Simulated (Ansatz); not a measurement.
A structure relaxed at PBE-D4/def2-SVP in Ansatz, charge 1, doublet:

```xyz
9

Sr   -1.418   -1.705   -2.609
Sr    1.703    2.663    1.315
Sr   -2.734    2.057   -0.114
Sr    3.020   -1.098   -1.180
Sr   -0.253   -0.846    1.143
S    -2.718   -0.628   -0.489
S     0.703   -2.505   -1.123
S    -0.863    1.969    1.846
S     2.559    0.093    1.211
```

Q: Give its formula and point group.

A: Sr5S4⁺ (the lowest doublet isomer of a short search). Point group C4v (tolerance 0.1 Å).

Q: Summarise the bond lengths by kind (pairs closer than 1.2 times the sum of covalent radii, bridged metal pairs left out).

A: 12 × S–Sr 2.71 to 2.97 Å.

In the def2 sets Sr takes a core potential; there is no spin–orbit coupling. The structure comes from a short search, and lower isomers may exist.
